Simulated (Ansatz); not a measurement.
Species: LaO2 (charge 0, doublet). The spin state was set by rule; other spins were not relaxed. 
Structure (B3LYP-D3(BJ)/def2-TZVP (Ansatz, a program for electronic structure) minimum search):
```
La
O 1 2.0398
O 1 2.0398 2 124.88
```
Charge 0, spin multiplicity 2.

Total electronic energies in hartree. Valence correlation only, unless marked. Open shells are spin-unrestricted. No spin-orbit coupling. The frozen core is the preceding noble-gas configuration, with the filled d and f shells of earlier blocks. Past Kr the def2 sets carry scalar-relativistic core potentials. 

The UHF reference is spin-contaminated (<S^2> 0.33 over the pure value in the largest basis). The Hartree-Fock reference is unstable (checked in the largest basis), which strains HF and MP2. The T1 diagnostic of CCSD in the largest basis is 0.071, which is high, so the coupled-cluster rows are less sure than usual.

```csv
level,program,energy (Eh)
SVWN5/def2-TZVPD,Ansatz,-180.97151
BLYP-D3(BJ)/def2-TZVPD,Ansatz + dftd3,-182.07216
BLYP-D4/def2-TZVPD,Ansatz + dftd4,-182.07318
BLYP/def2-TZVPD,Ansatz,-182.06794
revPBE-D3(BJ)/def2-TZVPD,Ansatz + dftd3,-182.10810
r2SCAN-D4/def2-TZVPD,Ansatz + dftd4,-182.03997
B3LYP-D3(BJ)/def2-TZVPD,Ansatz + dftd3,-182.10407
PBE0/def2-SVP,Ansatz,-181.73286
PBE0/def2-TZVP,Ansatz,-181.91915
PBE0/def2-TZVPD,Ansatz,-181.92093
BHLYP-D4/def2-TZVPD,Ansatz + dftd4,-181.91596
HSE06-D4/def2-TZVPD,Ansatz + dftd4,-181.91602
HSE06/def2-TZVPD,Ansatz,-181.91396
CAM-B3LYP-D3(BJ)/def2-TZVPD,Ansatz + dftd3,-181.99677
LC-wPBE-D3(BJ)/def2-TZVPD,Ansatz + dftd3,-181.99791
LC-wPBE/def2-TZVPD,Ansatz,-181.99588
B2PLYP-D3(BJ)/def2-TZVPD,Ansatz + dftd3,-181.85680
B2PLYP/def2-TZVPD,Ansatz,-181.85466
RI-MP2/def2-TZVPP,Ansatz,-181.44684
RI-MP2/def2-TZVPPD,Ansatz,-181.45130
CCSD/def2-SVP,Ansatz,-181.13767
CCSD/def2-SVPD,Ansatz,-181.17810
```

Totals of different functionals don't rank their quality; only differences between species are comparable.
